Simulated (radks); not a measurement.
Problem. The dysprosium ion Dy4+, configuration [Kr] 4d10 4f8 5s2 5p5.5 5f0.5 (fractional occupations, a model configuration). Calculated with a radial shooting solver on a logarithmic mesh with Libxc functionals: Dirac Kohn-Sham, LDA (Slater exchange, Perdew-Wang correlation), spin-unpolarised, spherical densities, point nucleus; open shells fill j = l - 1/2 first. Some entries of the table are withheld. Estimate them.

orbital,occ.,eigenvalue (hartree),<r> (bohr),<r^2> (bohr^2)
1s1/2,2,-1970.158,0.02113,0.0006101
2s1/2,2,-329.7345,0.08928,0.009472
2p1/2,2,-313.7931,0.07440,0.006852
2p3/2,4,-284.4218,0.08146,0.008078
3s1/2,2,-75.08935,(1),0.06290
3p1/2,2,-68.12431,0.2240,0.05837
3p3/2,4,-62.02876,0.2374,0.06534
3d3/2,4,-50.01921,0.2098,0.05177
3d5/2,6,-48.68740,0.2139,0.05371
4s1/2,2,-16.55888,0.5289,(2)
4p1/2,2,-13.80940,0.5388,0.3307
4p3/2,4,-12.42954,0.5692,0.3687
4d3/2,4,-7.88928,0.5990,0.4162
4d5/2,6,-7.63738,0.6096,0.4309
5s1/2,2,-3.63090,1.240,1.722
5p1/2,2,(3),1.358,2.077
5p3/2,3.5,(4),1.437,2.324
4f5/2,6,(5),(6),0.7139
4f7/2,2,(7),(8),0.7309
5f5/2,0.5,(9),3.468,13.62
5f7/2,0,(10),3.482,13.73

Solution. 
(1) 3s1/2 <r> (bohr): 0.2344
(2) 4s1/2 <r^2> (bohr^2): 0.3161
(3) 5p1/2 eigenvalue (hartree): -2.82556
(4) 5p3/2 eigenvalue (hartree): -2.60991
(5) 4f5/2 eigenvalue (hartree): -2.19053
(6) 4f5/2 <r> (bohr): 0.7535
(7) 4f7/2 eigenvalue (hartree): -2.15304
(8) 4f7/2 <r> (bohr): 0.7622
(9) 5f5/2 eigenvalue (hartree): -0.66799
(10) 5f7/2 eigenvalue (hartree): -0.66628
